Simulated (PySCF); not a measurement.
The numbers are results of TPSSh-D3(BJ)/def2-TZVP // CAM-B3LYP-D3(BJ)/def2-TZVP in PySCF, not measurements. Gas-phase values, no solvent. One relaxed conformer stands for a flexible species; it need not be the lowest. Excitations are Tamm–Dancoff values on a coarser integration grid. The basis has no diffuse functions, so Rydberg states are missing or too high.

Reference species (SMILES): `C=C([SiH3])/C=C/Cl` (Si–C–C–C torsion 0°) (neutral, multiplicity 1).

```
Property                 Result
----------------------  -------
T1 excitation (TDA)     3.11 eV
S1 oscillator strength    0.544
S1 excitation (TDA)     5.57 eV
```

Changed species: `C=C/C([SiH3])=C\Cl` (C–C–C–Si torsion 0°).

Task: Give the shifts of the T1 excitation (TDA), S1 oscillator strength and S1 excitation (TDA).

Result: the T1 excitation (TDA) stays essentially unchanged; the S1 oscillator strength rises by 0.010, to 0.554; the S1 excitation (TDA) goes up by 0.04 eV, to 5.61 eV.
